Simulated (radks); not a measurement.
Spherical quantum dot in the effective-mass picture: electrons in a hard-walled sphere of radius 1.48, all in effective atomic units (hartree* = m*/eps^2 hartree, bohr* = eps/m* bohr), one dielectric constant everywhere. Calculated with a radial shooting solver with Libxc functionals: non-relativistic Kohn-Sham, PBE, spin-polarised, spherical densities. Levels are named by radial order and angular momentum (1s, 1p, 1d, 2s, ...), and open shells are averaged over m. Results are scaled to m* = 0.402 and eps = 10.1, for which hartree* = 107.2 meV and bohr* = 1.33 nm.

N = 36, configuration 1s2 1p6 1d10 2s2 1f14 1g(up 2, down 0). This is the lowest configuration that the search found. Occupied and some empty levels:

level,occupation,eigenvalue (meV),<r> (nm)
1s up,1,3722.3,1.248
1s down,1,3726.7,1.246
1p up,3,3871.6,1.327
1p down,3,3876.7,1.326
1d up,5,4112.2,1.386
1d down,5,4117.7,1.385
1f up,7,4431.8,1.432
1f down,7,4437.7,1.431
2s up,1,4508.7,0.8973
2s down,1,4510.6,0.8982
1g up,2,4823.9,1.469
1g down,0,4830.1,1.468
2p up,0,4955.8,1.033
2p down,0,4958.1,1.034
1h up,0,5284.1,1.500
1h down,0,5290.5,1.500
2d up,0,5476.3,1.123
2d down,0,5479.1,1.123
3s up,0,5692.7,0.9379
3s down,0,5695.3,0.9382

Energy (meV): total 92332.6, kinetic 35379, external 0, Hartree 61739, exchange-correlation -4785.0.
